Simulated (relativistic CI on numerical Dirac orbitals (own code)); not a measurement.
**Gd XLVII: sensitivity of the levels to the model**

Base calculation: Dirac-Coulomb-Breit CI, separate exchange-only KLI orbitals for each configuration, a model potential for QED, unscaled Slater integrals.

Configuration list (outside the closed core [Ne]): 3s2.3p6, 3s2.3p5.3d, 3s.3p6.3d, 3s2.3p5.4s, 3s2.3p5.4p, 3s2.3p5.4d, 3p6.3d.4p, 3s.3p6.4s, 3p6.3d2, 3p5.3d3, 3p5.3d2.4s, 3p5.3d2.4p, 3p5.3d2.4d, 3p6.3d.4s, 3p5.3d.4s2, 3p5.3d.4s.4p, 3p5.3d.4s.4d. Double excitations out of closed p, d and f shells are left out; levels of such configurations are missing from the list, as are those of other unlisted configurations, and high levels can miss mixing partners.

Variants: (1) P86 correlation estimate; (2) Breit term removed; (3) non-relativistic limit. Shifts of the energy above 3s2.3p6 1S_0, in eV, for the lowest level and the first level of each name with at least 55 % of one term (blank where a level changes its place among those of its configuration and J or its character, or is not in the variant):

```csv
Level,Base,Δ(1),Δ(2),Δ(3)
3s2.3p6 1S_0,0.00,0.00,0.00,0.00
3s2.3p5.3d 3P°_0,196.03,+0.48,+0.76,-7.91
3s2.3p5.3d 3P°_1,204.47,+0.48,+1.15,-16.36
3s2.3p5.3d 3F°_3,209.43,+0.48,+1.41,-13.55
3s2.3p5.3d 3F°_4,242.58,+0.48,+2.64,-46.70
3s2.3p5.3d 3D°_3,256.77,+0.48,+2.29,
3s2.3p5.3d 3F°_2,378.36,+0.48,+3.39,
3s.3p6.3d 3D_1,554.76,+0.71,+0.88,-199.59
3s.3p6.3d 3D_2,559.81,+0.71,+1.11,-204.64
3s.3p6.3d 3D_3,593.98,+0.71,+2.24,-238.81
3s.3p6.3d 1D_2,606.10,+0.71,+2.04,-235.64
3p6.3d2 3F_2,1123.12,+1.30,+1.94,-402.55
3p6.3d2 3P_0,1142.78,+1.30,+1.44,-409.58
3p6.3d2 3F_3,1159.20,+1.30,+3.14,-438.64
```

At this charge energies of transitions that change n are usually good to better than 1 %, and those within a shell (Δn = 0) to a few per cent.

Ionisation energy from the two ground configurations alone: base 3979.28 eV; P86 correlation estimate 3981.46 eV; Breit term removed 3982.97 eV. The NIST ASD value (theoretical) is 3980 eV.

LS names give the leading component of a level, which can be under half, so a name can repeat, a term be missing and a line seem to break the LS rules.
